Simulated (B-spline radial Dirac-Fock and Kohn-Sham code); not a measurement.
**Pb³⁺: non-radiative channels of the 3s vacancy**

System: Pb³⁺, configuration 1s2 2s2 2p6 3s2 3p6 3d10 4s2 4p6 4d10 4f14 5s2 5p6 5d10 6s1, inside a Watson sphere of charge -3 and radius 1.8 Å (a model of the Madelung potential; inside it an electron's potential energy is raised by 24.0 eV).

The computed values come from an atomic code on a B-spline grid: independent-particle rates on relativistic LDA orbitals of the hole state (multipoles up to L = 3, Coulomb Auger matrix elements, transition energies from Dirac-Fock). Kinetic energies are configuration averages from the vacuum level; the two-hole energies are estimated from single-hole states.

| transition | kinetic energy (eV) | width (meV) | share (%) |
| --- | --- | --- | --- |
| M1-M3N3 | 85.55 | 1200 | 6.5 |
| M1-M2N6 | 106.9 | 457 | 2.5 |
| M1-M2O1 | – | 242 | 1.3 |
| M1-M2N7 | 111.3 | 598 | 3.2 |
| M1-M2O2 | 154.4 | 234 | 1.3 |
| M1-M2O3 | 177.5 | 307 | 1.7 |
| M1-M3N4 | 295.1 | 365 | 2.0 |
| M1-M4N1 | 316.4 | 498 | 2.7 |
| M1-M3N5 | 318.5 | 625 | 3.4 |
| M1-M5N1 | 418.6 | 697 | 3.8 |
| M1-M3N6 | 594.1 | 3650 | 19.7 |
| M1-M3N7 | 599.8 | 4520 | 24.4 |
| M1-M4N5 | 802.1 | 222 | 1.2 |
| M1-M5N4 | 881.1 | 250 | 1.3 |
| M1-M5N5 | 905.3 | 351 | 1.9 |
| M1-M5N7 | 1187.1 | 323 | 1.7 |

A dash stands for an energy that rests on an unreliable hole state.

Coster-Kronig rates are the weakest part of this model and often come out 1.5 to 2.5 times too large. The listed channels hold 78 % of the non-radiative rate. Summed by principal shells, of 18.5 eV in all: MMN 80.8 %, MMO 11.9 %, MNN 5.7 %, MNO 1.2 %, MMP 0.3 %.
